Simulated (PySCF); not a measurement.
**How methods differ on the excitation energy of Ru**

Ru [Kr] 4d7 5s1 (5F) → Ru [Kr] 4d7 5p1 (high-spin determinant), as a difference of total energies. Calculation: PySCF 2.14, in aug-cc-pVTZ-DK (9s8p6d3f2g, 102 functions); scalar relativity by spin-free X2C-1e. Correlated levels: valence: [Kr] frozen. The calculations carry no spin-orbit coupling.

```csv
method,excitation energy (eV)
UHF,2.966
LDA,3.674
PBE,3.526
PBE0,3.422
r2SCAN,3.538
r2SCANh,3.507
wB97X-V,3.312
BHandHLYP,3.336
MP2 (valence),3.445
SCS-MP2 (valence),3.313
```

**Question.** How much does correlation contribute at MP2 (valence)?

**Answer.** 3.445 − (2.966) = 0.479 eV, measured against UHF.

A first-order spin-orbit estimate (lowest level to lowest level, LS coupling) adds 0.022 eV.

The determinant of the upper state mixes LS terms, which raises its energy above the lowest term, most at the Hartree-Fock and MP2 levels.
